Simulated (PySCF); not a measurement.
Isomers C₇H₅FO₂:

A. `InChI=1S/C7H5FO2/c1-2-5-3-4-10-6(5)7(8)9/h2-4H,1H2`
B. 2-fluorobenzoic acid (SMILES FC1=CC=CC=C1C(=O)O)
C. `c1c(F)ccc(C(=O)O)c1`
D. `c1c(C(=O)F)ccc(O)c1`

Spectrum 1. 1H NMR (500 MHz, computed): δ 8.43 (m, 2H), 7.05 (d, 2H), 4.94 (br s, 1H). 13C{1H} NMR (computed): δ 169.2 (C), 165.2 (C), 142.1 (CH), 121.3 (C), 119.3 (CH).

Spectrum 2. 1H NMR (500 MHz, computed): δ 8.01 (m, 1H), 7.61 (m, 1H), 7.13 (m, 1H), 6.31 (m, 1H), 6.04 (m, 1H). 13C{1H} NMR (computed): δ 157.4 (C), 153.6 (CH), 147.8 (C), 140.7 (C), 134.7 (CH), 128.3 (CH2), 115.9 (CH).

Spectrum 3. 1H NMR (500 MHz, computed): δ 8.60 (m, 2H), 7.44 (m, 2H), 6.34 (br s, 1H). 13C{1H} NMR (computed): δ 176.7 (C), 169.9 (C), 140.2 (CH), 128.8 (C), 121.1 (CH).

Spectrum 4. 1H NMR (500 MHz, computed): δ 8.68 (m, 1H), 7.84 (m, 1H), 7.53 (m, 1H), 7.44 (m, 1H), 6.67 (br s, 1H). 13C{1H} NMR (computed): δ 173.6 (C), 169.6 (C), 141.5 (CH), 141.4 (CH), 128.8 (CH), 123.0 (CH), 121.0 (C).

PySCF 2.14.0 with density-fitted response routines calculation with geometry from GFN2-xTB and NMR shieldings at PBE0/pcSseg-1/GIAO; one computed conformer, no relativistic terms, gas phase, fast rotation and ring inversion assumed for equivalent nuclei.

Chemical shifts δ = σref − σ; 1H (σref 31.72) and 13C (σref 186.93) vs TMS, all at this level. Splittings of carbon signals by F and P are missing where no couplings were computed. Where no couplings were computed, multiplicities follow the n + 1 count of equivalent neighbours, and m marks all less simple cases (inequivalent or close neighbours, rings, F or P nearby). Acid and N–H amide carbonyl carbons lie up to 10 ppm further downfield in solution (hydrogen bonding). Shifts are as computed. Against solution values, carbons near 30 ppm lie about +3 ppm off and those near 130 ppm about +5 ppm. Of 1211 compounds with measured shifts, 218 miss one by over three times the rms of a fit or turn the order of signals round; such compounds aren't used in these exercises. OH and NH positions are gas-phase values without hydrogen bonding to other molecules.

**Question.** Which spectrum belongs to which compound?

**Answer.** 1–D, 2–A, 3–C, 4–B.

- Spectrum 1 (D): 5 13C signals; δC 169.2 is an aromatic carbon bearing oxygen; δC 119.3 is an aromatic CH.
- Spectrum 2 (A): 7 13C signals; δC 134.7 is an alkene CH; δC 128.3 is a terminal =CH2 carbon.
- Spectrum 3 (C): 5 13C signals; δC 176.7 is an aromatic carbon bearing fluorine; δC 169.9 is a carboxylic acid carbon.
- Spectrum 4 (B): 7 13C signals; δC 173.6 is an aromatic carbon bearing fluorine; δC 169.6 is a carboxylic acid carbon.
